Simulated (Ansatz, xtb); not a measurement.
**Relaxing a trial structure of CH2FOTe+**

The starting geometry of this gas-phase singlet was built from a drawn formula by distance geometry and a force field; its bonds are those of `O=[TeH][CH+]F`.

```xyz
6

C     1.2021    0.0430   -0.8535
F     1.8020   -1.0259   -1.4456
O    -0.9045    1.6674   -1.6415
Te    0.8685    1.8204   -1.8575
H     0.9774    2.7061   -0.3741
H     0.8650   -0.0857    0.1807
```

Task: Predict what it relaxes into with r2SCAN-D4/def2-SVP.

Result: It rearranges to `F[CH+]O[TeH]`. Distances that change by over a tenth: O3–Te4 (1.79 → 2.13 Å). Contacts that open: C1–Te4 (2.07 → 3.10 Å). Contacts that close: C1–O3 (2.77 → 1.23 Å).

The energy falls by 4.76 eV over 34 steps:

```json
{"step": "1", "E − E(last) (eV)": "4.756"}
{"step": "5", "E − E(last) (eV)": "3.469"}
{"step": "8", "E − E(last) (eV)": "1.632"}
{"step": "12", "E − E(last) (eV)": "0.588"}
{"step": "16", "E − E(last) (eV)": "0.470"}
{"step": "19", "E − E(last) (eV)": "0.108"}
{"step": "23", "E − E(last) (eV)": "0.051"}
{"step": "27", "E − E(last) (eV)": "0.029"}
{"step": "30", "E − E(last) (eV)": "0.005"}
{"step": "34", "E − E(last) (eV)": "0.000"}
```

Final geometry (Å):

| atom | x (Å) | y (Å) | z (Å) |
| --- | --- | --- | --- |
| C | 0.8894 | -0.2524 | -0.9385 |
| F | 0.0309 | -1.1892 | -1.0320 |
| O | 0.4985 | 0.9078 | -1.0529 |
| Te | 1.4871 | 2.7924 | -0.9811 |
| H | -0.0240 | 3.4468 | -1.2278 |
| H | 1.9286 | -0.5801 | -0.7593 |

From the same start GFN2-xTB ends elsewhere, at `F[C@@H]1O[TeH+]1`.

No frequencies were run, so the end isn't proven a minimum. Atoms past krypton carry core potentials, without spin–orbit terms. Run with Ansatz 0.2.0, 3.6 min on 1 thread of Intel(R) Xeon(R) Processor @ 2.50GHz (Skylake/Cascade Lake) (shared host).
